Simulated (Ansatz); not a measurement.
Gas-phase electronic energies from Ansatz, PBE0-D4/def2-TZVP geometries. CBS: MP2 limit from def2 TZ/QZ plus the TZ coupled-cluster correction, frozen cores. Functionals use def2-TZVPP. Open shells (•) are unrestricted, without spin–orbit coupling. Spin–orbit coupling would lower the free atoms: clearly for Br. Bonds to Br are less sure, by a few kJ/mol each and by 10 to 20 or more in all where they break to atoms, as the def2 sets lack core-valence functions. Scalar relativity is left out up to krypton. Each species was taken in one conformer, which may not be the lowest.

Consider the homolysis of the Br–Si bond: `[SiH3]N[SiH2]Br` → Br• + `[SiH2]N[SiH3]`•.

```csv
level,ΔE (kJ/mol)
BLYP-D4,395.8
r2SCANh-D4,413.6
ωB97X-V,422.8
BHLYP,394.0
MP2/def2-SVP,405.8
MP2/def2-TZVPP,434.7
CCSD(T)/def2-TZVPP,414.0
CCSD/CBS(def2),426.6
```

(1) What does CCSD(T)/CBS give? (An estimate is asked.)

Largest T1 diagnostic among the species: 0.014.

Answers

(1) Ansatz gave: +435.5 kJ/mol. The listed levels differ from it by -39.7, -21.9, -12.7, -41.5, -29.7, -0.8, -21.5, -8.9 kJ/mol.

The D4 term adds +10.4 kJ/mol with B3LYP and +5.8 kJ/mol with PBE0; it sums over pairs of atoms, weighted by their polarisabilities, and B3LYP, whose exchange is more repulsive, gets the larger term. From r2SCAN to r2SCAN0 (25 % exact exchange), in def2-TZVPP and without D4, ΔE moves by −3.6 kJ/mol: exact exchange takes away binding that semilocal exchange gives to molecules.

B3LYP here is the variant with VWN-RPA as its local correlation; programs differ in this.

CCSD(T)/CBS has its own doubt, a few kJ/mol and more with outer-core shells, so smaller differences from it don't rank the levels.
